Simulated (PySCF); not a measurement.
## Dipole moment and polarisability of `N#Cc1cccn1[SiH3]`

Species: C₅H₆N₂Si.
Structure used (GFN2-xTB), in Å, numbered top down from 1:
```xyz
14
C5H6N2Si angstrom
N     -1.2459    2.8210    0.9277
C     -0.5626    1.9496    0.6189
C      0.2773    0.8994    0.2455
C      1.6529    0.8888    0.1411
C      2.0148   -0.4052   -0.2702
C      0.8577   -1.1236   -0.3989
N     -0.2135   -0.3448   -0.0887
Si    -1.9171   -0.7854   -0.0938
H      2.3082    1.7144    0.3384
H      3.0103   -0.7606   -0.4493
H      0.7158   -2.1449   -0.6926
H     -2.5830    0.0851   -1.0578
H     -2.4096   -0.6102    1.2690
H     -1.9060   -2.1840   -0.5116
```

Level: PBE0/def2-SVPD (PySCF), static field, nuclei fixed, core orbitals frozen in the response. The polarisability tensor in these axes (au):

```
x   108.69  -9.16  -6.21
y    -9.16 105.23  13.72
z    -6.21  13.72  65.86
```

Task: Diagonalise the tensor; give its mean and Δα, where Δα² is half the sum of the squared differences of the eigenvalues.

Result: Principal values 61.33, 98.65 and 119.81 au; mean 93.26 au = 13.82 Å³ = 15.38 × 10⁻⁴⁰ C²·m²/J; Δα = 51.29 au (55 % of the mean).

Task: What is the dipole moment, and where does it point?

Result: (0.98, -4.00, -1.26) D, 4.31 D in size, pointing from the negative to the positive side. Measured along this direction, the outermost atoms are N1 at the negative end and H11 at the positive end.

Task: In TDDFT the mean static polarisability is Σ f/ω² over all singlet excitations (ω in hartree). How much of it do the 6 lowest give? Their energies (eV) and oscillator strengths: 5.43, 0.0003; 5.45, 0.2544; 6.01, 0.0016; 6.06, 0.0955; 6.49, 0.0001; 6.64, 0.0023.

Result: They add up to 8.35 au, 9.0 % of the 93.26 au; the largest single term is 6.35 au, from the state at 5.45 eV. Terms in order: 0.01, 6.35, 0.03, 1.92, 0.00, 0.04 au. Higher excitations give the rest. The strengths listed sum to 0.354.

Task: Molar refractivity from α?

Result: Lorentz–Lorenz: R = (4π/3)N_A α = 2.5225 cm³/(mol·Å³) × 13.82 Å³ = 34.9 cm³/mol, in the limit of long wavelengths.

Task: Refractivity n − 1 of an ideal gas of it at 500 K and 1 atm, from the electronic α?

Result: N = p/kT = 1.4678 × 10¹⁹ cm⁻³, so n − 1 = 2π × N × 13.82 × 10⁻²⁴ cm³ = 1275 × 10⁻⁶ at long wavelengths, for an ideal gas.

Geometry: GFN2-xTB; no solvent, vibrations or thermal averaging.
